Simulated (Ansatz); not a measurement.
Relaxation of CH$_{7}$NO$_{2}$Si$_{2}$ (13 atoms, charge 0, multiplicity 1), to a largest force component of 0.015 eV/Å in at most 40 steps.

These are results of Ansatz, RKS LDA/STO-3G, not measurements.

```xyz
13
Properties=species:S:1:pos:R:3:forces:R:3
O -1.702 -0.034 0.632 -1.73 -2.16 -1.80
C -0.374 0.263 0.368 0.57 -1.26 -0.82
O 0.492 -0.842 0.474 1.14 1.11 1.53
Si 0.459 -2.084 -0.606 -3.31 -1.45 -1.86
N 0.075 1.412 1.074 -0.68 1.39 4.64
Si 0.149 1.838 -0.552 -0.22 2.10 -3.81
H -1.961 0.481 1.445 0.24 1.22 1.29
H 0.353 -1.510 -1.982 0.15 -0.47 0.66
H 1.598 -2.935 -0.478 0.66 -0.12 0.26
H -0.816 -2.915 -0.302 1.59 0.81 -0.59
H 1.005 1.240 1.452 1.40 -0.43 1.23
H 1.609 2.090 -0.775 -1.00 0.01 -0.51
H -0.865 2.962 -0.735 1.19 -0.75 -0.23
```

Task: Where does it end, and by what steps?

Result: The forces met the threshold. Limits of this set-up: minimal basis. After 19 steps the energy has fallen by 1.516 eV; H8 moved furthest, 1.32 Å. Joined: O1–Si4.

```json
{"step": "0", "energy less start (eV)": "0.0000", "largest force component (eV/Å)": "4.640", "accepted": "yes"}
{"step": "1", "energy less start (eV)": "-0.9719", "largest force component (eV/Å)": "2.207", "accepted": "yes"}
{"step": "2", "energy less start (eV)": "-1.1874", "largest force component (eV/Å)": "0.332", "accepted": "yes"}
{"step": "3", "energy less start (eV)": "-1.2106", "largest force component (eV/Å)": "0.236", "accepted": "yes"}
{"step": "4", "energy less start (eV)": "-1.2193", "largest force component (eV/Å)": "0.252", "accepted": "yes"}
{"step": "5", "energy less start (eV)": "-1.2298", "largest force component (eV/Å)": "0.117", "accepted": "yes"}
{"step": "6", "energy less start (eV)": "-1.2408", "largest force component (eV/Å)": "0.147", "accepted": "yes"}
{"step": "7", "energy less start (eV)": "-1.2595", "largest force component (eV/Å)": "0.350", "accepted": "yes"}
{"step": "8", "energy less start (eV)": "-1.2852", "largest force component (eV/Å)": "0.558", "accepted": "yes"}
{"step": "9", "energy less start (eV)": "-1.3272", "largest force component (eV/Å)": "0.715", "accepted": "yes"}
{"step": "10", "energy less start (eV)": "-1.4258", "largest force component (eV/Å)": "0.435", "accepted": "yes"}
{"step": "11", "energy less start (eV)": "-1.4292", "largest force component (eV/Å)": "0.792", "accepted": "yes"}
{"step": "12", "energy less start (eV)": "-1.4962", "largest force component (eV/Å)": "0.409", "accepted": "yes"}
{"step": "13", "energy less start (eV)": "-1.4952", "largest force component (eV/Å)": "0.511", "accepted": "no"}
{"step": "14", "energy less start (eV)": "-1.5125", "largest force component (eV/Å)": "0.131", "accepted": "yes"}
{"step": "15", "energy less start (eV)": "-1.5136", "largest force component (eV/Å)": "0.166", "accepted": "yes"}
{"step": "16", "energy less start (eV)": "-1.5159", "largest force component (eV/Å)": "0.052", "accepted": "yes"}
{"step": "17", "energy less start (eV)": "-1.5157", "largest force component (eV/Å)": "0.103", "accepted": "no"}
{"step": "18", "energy less start (eV)": "-1.5162", "largest force component (eV/Å)": "0.029", "accepted": "yes"}
{"step": "19", "energy less start (eV)": "-1.5164", "largest force component (eV/Å)": "0.015", "accepted": "yes"}
```

```xyz
13
Properties=species:S:1:pos:R:3
O -1.215 -0.304 -0.321
C 0.050 0.403 -0.085
O 1.034 -0.578 -0.286
Si 0.084 -2.064 -0.412
N -0.077 1.199 1.226
Si 0.268 2.245 -0.224
H -1.681 -0.136 0.588
H -0.626 -2.328 -1.653
H 1.233 -2.957 -0.455
H -0.675 -2.509 0.749
H 0.817 1.015 1.785
H 1.606 2.789 -0.383
H -0.797 3.190 -0.513
```

Time of the run: 60 s on 1 thread of Arm Neoverse V1, with other jobs on the host, peak memory 0.15 GiB.
